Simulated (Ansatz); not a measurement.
Ge₁₂Mo. Charge 0, multiplicity 1. Geometry PBE-D4/def2-SVP, basis def2-TZVP, Ansatz.

```xyz
13

Mo    0.080   -0.391   -0.025
Ge   -0.227    2.520    0.227
Ge   -2.798   -0.280   -0.062
Ge   -1.772   -2.501   -0.328
Ge    1.005   -2.411   -1.122
Ge   -1.305    1.068   -1.683
Ge   -1.274   -1.146    2.070
Ge    0.612   -0.449   -2.790
Ge    2.271    3.299    0.264
Ge    1.721    1.390   -1.371
Ge    0.072   -3.239    1.189
Ge   -0.306    1.232    2.448
Ge    1.921    0.906    1.182
```

| run | HOMO (eV) | LUMO (eV) |
| --- | --- | --- |
| A | -5.43 | -4.32 |
| B | -5.98 | -3.58 |
| C | -5.24 | -4.10 |
| D | -5.49 | -4.19 |

In the def2 sets Mo takes a core potential; there is no spin–orbit coupling. Single mean-field runs in def2-TZVP are fitted with def2-universal-jkfit. No other spin state of charge 0 was run. Another isomer (singlet) lies 1.20 eV lower at PBE0-D4/def2-TZVP; other spin states weren't run for this one.

Task: The runs used LDA (SPW92), PBE, PBE0, r2SCAN. Estimate which is which.

Result: A LDA (SPW92) (0 % exact exchange); B PBE0 (25 % exact exchange); C PBE (0 % exact exchange); D r2SCAN (0 % exact exchange). Exact exchange lowers occupied and raises empty levels; among semilocal functionals meta-GGAs tend to open the gap a little, and such runs are hard to tell apart. The gap grows from 1.11 eV (LDA (SPW92)) to 2.40 eV (PBE0). The restricted singlet is unstable towards broken spin symmetry in Hartree–Fock (as tested in another run); at LDA (SPW92)/def2-TZVP, PBE0-D4/def2-TZVP, PBE-D4/def2-TZVP, r2SCAN-D4/def2-TZVP this wasn't settled.
